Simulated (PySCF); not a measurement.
# Mayer bond orders and bond lengths

Species: C5H4N2S.
Atom-mapped SMILES: `[CH:1]#[C:2][c:3]1[s:4][n:5][n:6][c:7]1[CH3:8]` (hydrogens: H9 on C1; H10, H11, H12 on C8)

Geometry (GFN2-xTB, Å), atoms numbered from 1 in this order:
```
atom  x, y, z in Å
C1     2.2527   -1.0664    1.2168
C2     1.5555   -0.3353    0.5646
C3     0.7442    0.5071   -0.1932
S4     1.3162    1.9009   -1.0343
N5    -0.2103    2.2254   -1.5902
N6    -1.0752    1.3982   -1.2053
C7    -0.6254    0.4094   -0.4227
C8    -1.5336   -0.6383    0.1103
H9     2.8597   -1.7033    1.7876
H10   -2.5107   -0.5323   -0.3517
H11   -1.1343   -1.6293   -0.0980
H12   -1.6376   -0.5365    1.1901
```

Bond orders from the PBE0/pcSseg-1 density (PySCF). Isolated species at its GFN2-xTB geometry, gas phase. GFN2-xTB frequencies show an imaginary mode (43i cm⁻¹), so this geometry is no minimum at that level.

Task: Where do the orders between heavy atoms depart from those drawn in the SMILES?

Result: The largest departure is 0.752, at C1–C2 (drawn triple, 2.248), counting aromatic bonds as 1.5. Drawn double or triple, more than 0.30 short of the drawn order: C1–C2 (2.248). The bonds drawn aromatic range from 1.14 to 1.53.

Task: Set the Mayer orders of the bonds beside their lengths.

Result: 
```json
{"bond": "C1–C2", "drawn as": "triple", "length (Å)": "1.202", "Mayer order": "2.248"}
{"bond": "C2–C3", "drawn as": "single", "length (Å)": "1.394", "Mayer order": "0.936"}
{"bond": "C3–S4", "drawn as": "aromatic", "length (Å)": "1.726", "Mayer order": "1.259"}
{"bond": "S4–N5", "drawn as": "aromatic", "length (Å)": "1.657", "Mayer order": "1.135"}
{"bond": "N5–N6", "drawn as": "aromatic", "length (Å)": "1.257", "Mayer order": "1.526"}
{"bond": "N6–C7", "drawn as": "aromatic", "length (Å)": "1.339", "Mayer order": "1.282"}
{"bond": "C7–C8", "drawn as": "single", "length (Å)": "1.485", "Mayer order": "1.093"}
{"bond": "C7–C3", "drawn as": "aromatic", "length (Å)": "1.392", "Mayer order": "1.346"}
{"bond": "C1–H9", "drawn as": "single", "length (Å)": "1.049", "Mayer order": "1.155"}
{"bond": "C8–H10", "drawn as": "single", "length (Å)": "1.086", "Mayer order": "0.941"}
{"bond": "C8–H11", "drawn as": "single", "length (Å)": "1.089", "Mayer order": "0.947"}
{"bond": "C8–H12", "drawn as": "single", "length (Å)": "1.090", "Mayer order": "0.940"}
```

Bonds between the same two heavy elements. C–C: lowest C2–C3 (0.936, 1.394 Å), highest C1–C2 (2.248, 1.202 Å); in 1 of the 6 pairs the longer bond (by over 0.003 Å) has the higher order (by 0.02 or more).

Task: Sum the orders of all bonds at each heavy atom with more than one neighbour and set the sums beside the valence in the SMILES.

Result: C1 3.403 (drawn 4), C2 3.184 (drawn 4), C3 3.541 (drawn 4), S4 2.394 (drawn 2), N5 2.661 (drawn 3), N6 2.808 (drawn 3), C7 3.721 (drawn 4), C8 3.921 (drawn 4). Orders between atoms that aren't bonded are not in these sums.

The Mayer order sums products of elements of PS (density times overlap matrix) between the two atoms' basis functions, so it depends on the basis set.
